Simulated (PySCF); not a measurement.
**CuI: frontier orbitals**

PBE0 at R = 2.381 Å; Cu def2-TZVPP, I def2-TZVPP with ECP28; scalar-relativistic core potentials (PySCF 2.14). State: ¹Σ⁺ (singlet), closed shell. Only the outer orbitals are listed, counted within each symmetry, core potentials removing the inner ones.

| orbital | occ. | ε (eV) | on Cu (%) | main shells (%) |
| --- | --- | --- | --- | --- |
| 10σ | 2 | -9.45 | 67 | 62 Cu d, 31 I p |
| 5π | 2 | -9.03 | 91 | 91 Cu d, 8 I p |
| 5π | 2 | -9.03 | 91 | 91 Cu d, 8 I p |
| 2δ | 2 | -8.69 | 100 | 100 Cu d |
| 2δ | 2 | -8.69 | 100 | 100 Cu d |
| 11σ | 2 | -7.68 | 58 | 42 I p, 34 Cu d, 22 Cu s |
| 6π | 2 | -6.82 | 11 | 89 I p, 8 Cu d |
| 6π | 2 | -6.82 | 11 | 89 I p, 8 Cu d |
| 12σ | 0 | -2.88 | 89 | 71 Cu s, 17 Cu p, 11 I p |
| 7π | 0 | 0.64 | 91 | 87 Cu p |
| 7π | 0 | 0.64 | 91 | 87 Cu p |

**Question.** Which are the highest filled and the lowest empty level, where do they sit, and how wide is the gap?

**Answer.** Highest filled 6π at -6.82 eV (in %: 89 I p, 8 Cu d); lowest empty 12σ at -2.88 eV (in %: 71 Cu s, 17 Cu p, 11 I p); the gap at PBE0 is 3.94 eV.

* bond order (Mayer): 1.12
* ⟨S²⟩: 0.000
* charge on Cu (Mulliken, basis-dependent): 0.32
* charge on Cu (Löwdin, basis-dependent): -0.10
* dipole moment (positive dipole means Cu(−)I(+)): -4.62 D
* polarisability along the bond: 76.0 bohr³
* polarisability across the bond: 44.2 bohr³

Spin–orbit coupling is left out.
